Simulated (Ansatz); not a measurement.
Ideal-gas functions of CH4O3Si (`O=C[SiH](O)O`) at 298.15 K and 1 bar, from an Ansatz frequency run at PBE0-D4/def2-TZVP.

Molar mass 92.13 g/mol, point group C1 (symmetry number 1), electronic degeneracy 1, moments of inertia 77.52, 163.147, 210.049 u Å². Harmonic wavenumbers (cm⁻¹, unscaled): 85, 172, 211, 265, 337, 429, 458, 626, 755, 795, 836, 901, 914, 935, 988, 1386, 1758, 2270, 2862, 3816, 3916.

Use S(trans) = R[1.5 ln M + 2.5 ln T − 1.1517]; rotational temperatures θ = 24.2544 K / I; S(rot) = R[ln(√π/σ · √(T³/θAθBθC)) + 1.5]; for each mode x = 1.438777 ν̃/T, S = R[x/(eˣ − 1) − ln(1 − e⁻ˣ)] and H = RT x/(eˣ − 1); 1 cm⁻¹ = 0.0119627 kJ/mol; R = 8.31446 J/(mol·K).

Q: By hand: the entropy, in J/(mol·K).

A: Translation 165.3. Rotation: θ = 0.3129, 0.1487, 0.1155 K, giving 110.0. Vibration, mode by mode: 15.78, 10.10, 8.51, 6.81, 5.13, 3.61, 3.23, 1.70, 1.03, 0.88, 0.75, 0.58, 0.55, 0.51, 0.41, 0.08, 0.02, 0.00, 0.00, 0.00, 0.00, in all 59.7. Electronic 0.0. Sum 335.0 J/(mol·K).

Q: By hand: H − E and G − E in kJ/mol, counted from the electronic energy.

A: Zero-point energy ½ × 24715 × 0.0119627 = 147.8; thermal vibration 10.2; translation, rotation and pV give 4 RT = 9.9. H − E = 167.9 kJ/mol, and G − E = 167.9 − 298.15 × 335.0/1000 = 68.0 kJ/mol.

Vibration gives 18 % of the entropy, 15.8 J/(mol·K) of it from the mode under 150 cm⁻¹: soft modes count most, and the harmonic formula is weakest for them. The sum counts one conformer and one mirror image; others add a mixing term.
